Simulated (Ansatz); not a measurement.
Start from `[NH2][In]([Br])[Br]` and change one atom or group to get `[Cl][In]([Br])[Br]`.

Ansatz, PBE0-D4/def2-TZVP geometries, multiplicity 1. Each molecule was computed in one conformer, which needn't be the lowest.

Elements past krypton have def2 core potentials. Scalar relativity is left out up to krypton.

| property | `[NH2][In]([Br])[Br]` |
| --- | --- |
| LUMO energy (PBE0/def2-TZVPP) / eV | -2.17 |
| zero-point energy (PBE0-D4/def2-TZVP) / kJ/mol | 70.0 |
| HOMO–LUMO gap (B3LYP/def2-TZVPP) / eV | 5.23 |
| HOMO–LUMO gap (PBE0/def2-TZVPP) / eV | 5.78 |
| HOMO energy (PBE0/def2-TZVPP) / eV | -7.95 |
| LUMO energy (PBE/def2-TZVPP) / eV | -3.01 |

What does the change do to each property? (An estimate is asked.)

Ansatz gave: 
```json
{"property": "LUMO energy (PBE0/def2-TZVPP) / eV", "`[Cl][In]([Br])[Br]`": "-2.95", "shift": "-0.78"}
{"property": "zero-point energy (PBE0-D4/def2-TZVP) / kJ/mol", "`[Cl][In]([Br])[Br]`": "6.8", "shift": "-63.2"}
{"property": "HOMO–LUMO gap (B3LYP/def2-TZVPP) / eV", "`[Cl][In]([Br])[Br]`": "5.32", "shift": "0.09"}
{"property": "HOMO–LUMO gap (PBE0/def2-TZVPP) / eV", "`[Cl][In]([Br])[Br]`": "5.90", "shift": "0.12"}
{"property": "HOMO energy (PBE0/def2-TZVPP) / eV", "`[Cl][In]([Br])[Br]`": "-8.85", "shift": "-0.90"}
{"property": "LUMO energy (PBE/def2-TZVPP) / eV", "`[Cl][In]([Br])[Br]`": "-3.77", "shift": "-0.76"}
```

With PBE0 the HOMO falls by 0.90 eV and the LUMO falls by 0.78 eV, so the gap widens by about 0.12 eV. PBE moves the HOMO by -0.94 eV and ωB97M-V by -0.79 eV. The zero-point energy changes by -63.2 kJ/mol with -6 modes.

B3LYP here is the variant with VWN-RPA as its local correlation; programs differ in this.

Spin–orbit coupling is left out; it splits and shifts lone-pair levels of the heavy atoms by tenths of an eV.
